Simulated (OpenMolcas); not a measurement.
## Levels of Sb+ by method

* Program: OpenMolcas
* Basis: ANO-R3 [8s7p5d3f2g1h]
* Scalar Hamiltonian: X2C, finite nucleus
* Active space: 2 electrons in 9 orbitals (RAS2 5p; RAS3 5d 6s, at most 1 electron)
* State averaging: 2S+1 = 3 even, 3 roots; 2S+1 = 1 even, 6 roots; 2S+1 = 3 odd, 18 roots; 2S+1 = 1 odd, 18 roots
* Spin-orbit coupling: state interaction with AMFI integrals over the reference wave functions, term energies averaged over their components

Methods on the same reference wave functions:
A. RASSCF
B. SS-RASPT2, IPEA 0.25 Eh, imaginary shift 0.1 Eh (closed shells correlated: 4d 5s)
C. MS-RASPT2, IPEA 0.25 Eh, imaginary shift 0.1 Eh (closed shells correlated: 4d 5s)

Energies in cm⁻¹ above 5s² 5p² ³P₀, the measured ground level; measured values from NIST Handbook of Basic Atomic Spectroscopic Data.

| Level | A | B | C | Measured |
| --- | --- | --- | --- | --- |
| 5s² 5p² ³P₀ | 0.0 | 0.0 | 0.0 | 0.0 |
| 5s² 5p² ³P₁ | 2466 | 2530 | 2530 | 3055 |
| 5s² 5p² ³P₂ | 5161 | 4990 | 4990 | 5658 |
| 5s² 5p² ¹D₂ | 14264 | 12130 | 12130 | 12790 |
| 5s² 5p² ¹S₀ | 28408 | 26500 | 26500 | 23906 |
| 5s² 5p 6s ³P°₀ | 68246 | 68670 | 68670 | 69137 |
| 5s² 5p 6s ³P°₁ | 68763 | 69040 | 69040 | 69536 |
| 5s² 5p 6s ³P°₂ | 73437 | 73860 | 73860 | 75274 |
| 5s² 5p 6s ¹P°₁ | 75241 | 75100 | 75070 | 75899 |
| 5s² 5p 5d ³F°₂ | 86484 | 88500 | 88500 | 76692 |
| 5s² 5p 5d ³F°₃ | 88994 | 89690 | 89690 | 77727 |
| 5s² 5p 5d ³F°₄ | 91958 | 92970 | 92970 | 81083 |
| 5s² 5p 5d ¹D°₂ | 92251 | 83410 | 83410 |  |
| 5s² 5p 5d ³D°₁ [60 %] | 100828 | 92500 | 92500 |  |
| 5s² 5p 5d ³P°₀ | 103508 | 96870 | 96870 |  |
| 5s² 5p 5d ³P°₁ [61 %] | 103997 | 96780 | 96780 |  |
| 5s² 5p 5d ³D°₃ | 104469 | 95920 | 95920 |  |
| 5s² 5p 5d ¹P°₁ | 121608 | 110040 | 110060 |  |
| 5s² 5p 5d ¹F°₃ | 123099 | 113320 | 113320 |  |

Deviations, from unrounded energies. A percentage is the sum of absolute deviations over the sum of measured energies, with the sign that they share, or ± where signs differ.

```tsv
Against measurement	Levels	A	B	C
mean absolute deviation (cm-1)	11	3900	3900	3900
fine structure of the ground term (%)	2	-12.5	-13.7	-13.7
other terms of the ground configuration (%)	2	+16.3	±8.9	±8.9
other configurations (%)	7	±6.9	±7.4	±7.4
```

A, B, C lie about equally close to measurement. The largest miss of A in the table is 5s² 5p 5d ³F°₃, by +11000 cm-1. The ranking rests on the paired levels alone, and a cruder setting can come out closer through cancelling errors.

Between B and C the level of the table that moves most is 5s² 5p 6s ¹P°₁, by 22 cm-1 (lowest in C, highest in B). Moves below CASPT2's spread within the term are not significant.

The two smallest mean deviations differ by little beside CASPT2's spread within terms, so their order carries little weight.

From A to B the spin-free energies of the other terms of 5s² 5p² shown, above ³P, scale by factors of 0.74 to 0.91.

The lowest spin-free term lies below A's lowest term by 0.554 hartree in B, 0.554 hartree in C.

Term energies are means over components that CASPT2 splits; among the terms shown or strongly mixed into the levels shown the widest spread is 270 cm-1 (5s² 5p 5d ¹F°, C). Over all roots computed the reference weight is 0.83 to 0.91 in B, 0.83 to 0.91 in C; the roots of lowest weight are the least certain, and an intruder state may touch them. ANO sets are built for valence states and can reach diffuse excited orbitals poorly, and with the s shell closed the s pⁿ⁺¹ terms that mix with these levels are absent. With the s shell closed, the reference lacks s² → p² mixing. Some terms miss by over 15 % even with CASPT2, which points to a basis or an active space too small for the shells correlated (holds for B; C). Measured partners are found by configuration, term and J. A level has none where our copy of the source lacks it or the pairing is in doubt (some pairs that miss far off the trend of their configuration count as doubtful), and it then counts in no deviation. Levels of configurations outside the active space are missing. The table leaves out levels that lie high or whose names do not pair safely across all columns.

A share in square brackets marks a mixed level and gives the weight of the term that names it, the lowest over the columns. ° marks odd parity.
